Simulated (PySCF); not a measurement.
The free ion Ag6+ in its d5 configuration.

Method (PySCF 2.14, density fitting): CASSCF(5,5) with orbitals averaged over all microstates of the shell, strongly contracted NEVPT2 on the averaged canonical orbitals; basis x2c-TZVPall; spin-free X2C; gas phase; spin-orbit coupling by state interaction with the mean-field operator over all roots.

CASSCF energies above the lowest CASSCF root:

| state | CASSCF / cm⁻¹ |
| --- | --- |
| 6S | 0 |
| 4G | 35747 |
| 4P | 41868 |
| 4D | 43925 |
| 2I | 51354 |
| 2D | 58548 |
| 4F | 59392 |
| 2F | 59812 |
| 2H | 63316 |
| 2G | 64205 |
| 2F | 68878 |
| 2S | 75887 |
| 2D | 84344 |
| 2G | 92522 |
| 2P | 112382 |
| 2D | 122103 |

Task: How does dynamic correlation (SC-NEVPT2) move these states?

Result: 
| state | NEVPT2 / cm⁻¹ | shift / cm⁻¹ |
| --- | --- | --- |
| 6S | 0 | 0 |
| 4G | 33045 | -2702 |
| 4P | 38374 | -3495 |
| 4D | 39800 | -4124 |
| 2I | 48019 | -3335 |
| 2D | 53313 | -5235 |
| 4F | 54618 | -4774 |
| 2F | 54939 | -4872 |
| 2H | 58876 | -4440 |
| 2G | 58648 | -5557 |
| 2F | 62500 | -6378 |
| 2S | 68326 | -7561 |
| 2D | 76804 | -7540 |
| 2G | 84758 | -7764 |
| 2P | 101836 | -10545 |
| 2D | 111600 | -10504 |

In the ligand-field fit B goes from 1168 to 1042 cm⁻¹, C goes from 4813 to 4486 cm⁻¹.

These are spin-free levels; spin-orbit coupling mixes and splits them, by more than some of the gaps here.
